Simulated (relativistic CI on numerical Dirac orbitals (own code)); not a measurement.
**d4 in a ligand field**

Computed with a parametric ligand-field model of a d^n configuration (Racah B and C, spin-orbit zeta, crystal field), exact diagonalisation.

Field parameters in Wybourne normalisation: D3d B²₀ = −7Dσ, B⁴₀ = −14Dq − 21Dτ, B⁴₃ = −14√(10/7) Dq; D4h B²₀ = −7Ds, B⁴₀ = 21(Dq − Dt), B⁴₄ = 21√(5/14) Dq; Oh B⁴₀ = 21Dq, B⁴₄ = √(5/14) B⁴₀. The field is a parameter set, without covalency.

Question: Ground term and bands for B = 460, C = 1720, ζ = 0 cm⁻¹, D3d, 10Dq = 23000, Dσ = 1200, Dτ = 160 cm⁻¹?

Answer: Ground term 3A2 with 0.01 electrons in the two orbitals of the cubic e set. Spin-allowed: 3E 4225 cm⁻¹ (2367 nm), 3A1 22217 cm⁻¹ (450 nm), 3E 23044 cm⁻¹ (434 nm), 3E 25070 cm⁻¹ (399 nm). Lowest spin-forbidden: 1E 5788 cm⁻¹ (1728 nm), 1A1 8973 cm⁻¹ (1115 nm), 1E 9903 cm⁻¹ (1010 nm).

Question: Ground term and bands for B = 330, C = 1480, ζ = 0 cm⁻¹, D4h, 10Dq = 16300, Ds = 3000, Dt = 740 cm⁻¹?

Answer: Ground term 5B1 with 1.00 electrons in the two orbitals of the cubic e set. Spin-allowed: 5A1 15700 cm⁻¹ (637 nm), 5B2 16300 cm⁻¹ (613 nm), 5E 21600 cm⁻¹ (463 nm). Lowest spin-forbidden: 3E 2919 cm⁻¹, 1A1 4052 cm⁻¹ (2468 nm), 1E 6942 cm⁻¹ (1440 nm).

Question: Ground term and bands for B = 920, C = 4410, ζ = 0 cm⁻¹, D3d, 10Dq = 10700, Dσ = -1200, Dτ = 260 cm⁻¹?

Answer: Ground term 5E with 1.03 electrons in the two orbitals of the cubic e set. Spin-allowed: 5A1 10885 cm⁻¹ (919 nm), 5E 13170 cm⁻¹ (759 nm). Lowest spin-forbidden: 3E 12914 cm⁻¹ (774 nm), 3A2 13648 cm⁻¹ (733 nm), 3E 22233 cm⁻¹ (450 nm).

Question: Ground term and bands for B = 820, C = 4060, ζ = 0 cm⁻¹, D3d, 10Dq = 26050, Dσ = -290, Dτ = 250 cm⁻¹?

Answer: Ground term 3A2 with 0.04 electrons in the two orbitals of the cubic e set. Spin-allowed: 3E 1078 cm⁻¹, 3E 24214 cm⁻¹ (413 nm), 3E 25151 cm⁻¹ (398 nm), 3A2 25687 cm⁻¹ (389 nm). Lowest spin-forbidden: 5E 3870 cm⁻¹ (2584 nm), 1E 11236 cm⁻¹ (890 nm), 1A1 12668 cm⁻¹ (789 nm).

Question: Ground term and bands for B = 830, C = 3870, ζ = 0 cm⁻¹, Oh, 10Dq = 6000 cm⁻¹?

Answer: Ground term 5E with 1.00 electrons in the two orbitals of the cubic e set. Spin-allowed: 5T2 6000 cm⁻¹ (1667 nm). Lowest spin-forbidden: 3T1 15482 cm⁻¹ (646 nm), 3E 19386 cm⁻¹ (516 nm), 3T1 20658 cm⁻¹ (484 nm).
